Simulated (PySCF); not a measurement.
Compound: C5H4O2S.
SMILES with atom numbers: `[O:1]=[CH:2][O:3][c:4]1[cH:5][cH:6][cH:7][s:8]1` (hydrogens: H9 on C2; H10 on C5; H11 on C6; H12 on C7)

The same species was optimised twice, with GFN2-xTB and with PBE0-D3(BJ)/def2-SVP (PySCF), and the same property calculations (PySCF, gas phase) were run on both structures.

| coordinate | GFN2-xTB | PBE0-D3(BJ)/def2-SVP | change |
| --- | --- | --- | --- |
| C2–O3 (Å) | 1.328 | 1.345 | +0.017 |
| C6–C7 (Å) | 1.355 | 1.367 | +0.012 |
| C5–C6 (Å) | 1.414 | 1.426 | +0.012 |
| C4–C5 (Å) | 1.360 | 1.371 | +0.011 |
| O3–C4 (Å) | 1.373 | 1.363 | -0.010 |
| C4–S8 (Å) | 1.735 | 1.730 | -0.005 |
| O1=C2 (Å) | 1.194 | 1.192 | -0.002 |
| C7–S8 (Å) | 1.722 | 1.721 | -0.001 |
| O1–C2–O3 (°) | 128.0 | 126.5 | -1.5 |
| C4–S8–C7 (°) | 90.2 | 90.9 | +0.7 |
| C4–C5–C6 (°) | 111.6 | 111.0 | -0.6 |
| C6–C7–S8 (°) | 112.4 | 111.9 | -0.5 |
| O3–C4–S8 (°) | 115.4 | 114.9 | -0.5 |
| O3–C4–C5 (°) | 131.9 | 132.3 | +0.4 |
| C5–C6–C7 (°) | 113.2 | 113.4 | +0.2 |
| C5–C4–S8 (°) | 112.7 | 112.8 | +0.1 |
| O1–C2–O3–C4 (°) | 0 | 0 | 0 |
| C2–O3–C4–C5 (°) | 0 | -1 | -1 |

Rotational constants: A = 4256, B = 1285, C = 986.9 MHz (GFN2-xTB) against A = 4244, B = 1285, C = 986.2 MHz (PBE0-D3(BJ)/def2-SVP). Point groups within 0.08 Å: Cs and Cs.

On the GFN2-xTB structure: lowest singlet, TDDFT (eV) 5.37 [wB97X-D/def2-SVPD]; lowest triplet, Tamm–Dancoff (eV) 3.69 [wB97X-D/def2-SVPD]; isotropic polarisability (au) 80.8 [wB97X-D/def2-SVPD]; HOMO (eV) -8.67 [wB97X-D/def2-SVPD]; LUMO (eV) 0.72 [wB97X-D/def2-SVPD]; dipole (D) 1.35 [wB97X-D/def2-SVPD]; HOMO (eV) -6.87 [PBE0/pcSseg-1]; LUMO (eV) -0.95 [PBE0/pcSseg-1]; dipole (D) 1.33 [PBE0/pcSseg-1]; GIAO shielding of O1 (ppm) -120.4 [PBE0/pcSseg-1]; GIAO shielding of C2 (ppm) 26.4 [PBE0/pcSseg-1]; GIAO shielding of O3 (ppm) 98.1 [PBE0/pcSseg-1]; GIAO shielding of C4 (ppm) 22.9 [PBE0/pcSseg-1]; GIAO shielding of C5 (ppm) 67.0 [PBE0/pcSseg-1]; GIAO shielding of C6 (ppm) 56.8 [PBE0/pcSseg-1]; GIAO shielding of C7 (ppm) 63.8 [PBE0/pcSseg-1]; GIAO shielding of S8 (ppm) 300.6 [PBE0/pcSseg-1].

What do these properties become on the PBE0-D3(BJ)/def2-SVP structure?

| property | level | on GFN2-xTB | on PBE0-D3(BJ)/def2-SVP | change |
| --- | --- | --- | --- | --- |
| lowest singlet, TDDFT (eV) | wB97X-D/def2-SVPD | 5.37 | 5.28 | -0.09 |
| lowest triplet, Tamm–Dancoff (eV) | wB97X-D/def2-SVPD | 3.69 | 3.63 | -0.06 |
| isotropic polarisability (au) | wB97X-D/def2-SVPD | 80.8 | 81.8 | +1.0 |
| HOMO (eV) | wB97X-D/def2-SVPD | -8.67 | -8.59 | +0.08 |
| LUMO (eV) | wB97X-D/def2-SVPD | 0.72 | 0.68 | -0.04 |
| dipole (D) | wB97X-D/def2-SVPD | 1.35 | 1.17 | -0.18 |
| energy, GFN2-xTB geometry as zero (kcal/mol) | wB97X-D/def2-SVPD | 0.0 | -0.6 | -0.6 |
| HOMO (eV) | PBE0/pcSseg-1 | -6.87 | -6.79 | +0.08 |
| LUMO (eV) | PBE0/pcSseg-1 | -0.95 | -0.98 | -0.03 |
| dipole (D) | PBE0/pcSseg-1 | 1.33 | 1.16 | -0.17 |
| energy, GFN2-xTB geometry as zero (kcal/mol) | PBE0/pcSseg-1 | 0.0 | -0.4 | -0.4 |
| GIAO shielding of O1 (ppm) | PBE0/pcSseg-1 | -120.4 | -125.8 | -5.4 |
| GIAO shielding of C2 (ppm) | PBE0/pcSseg-1 | 26.4 | 25.9 | -0.5 |
| GIAO shielding of O3 (ppm) | PBE0/pcSseg-1 | 98.1 | 92.4 | -5.7 |
| GIAO shielding of C4 (ppm) | PBE0/pcSseg-1 | 22.9 | 22.1 | -0.8 |
| GIAO shielding of C5 (ppm) | PBE0/pcSseg-1 | 67.0 | 65.5 | -1.5 |
| GIAO shielding of C6 (ppm) | PBE0/pcSseg-1 | 56.8 | 53.8 | -3.0 |
| GIAO shielding of C7 (ppm) | PBE0/pcSseg-1 | 63.8 | 63.3 | -0.5 |
| GIAO shielding of S8 (ppm) | PBE0/pcSseg-1 | 300.6 | 301.1 | +0.5 |

The heavy atoms differ by 0.011 Å rms after alignment. Among bonds between heavy atoms C2–O3 changes most (+0.017 Å). Changes are differences of the printed values. Neither structure is proved a minimum here.

Shape of the structure used: `[O:1]=[CH:2][O:3][c:4]1[cH:5][cH:6][cH:7][s:8]1`: O1–C2–O3–C4 0°, C2–O3–C4–C5 -1°.

wB97X-D is run here without its empirical dispersion term; that term would change no orbital, density or response property at a fixed geometry.
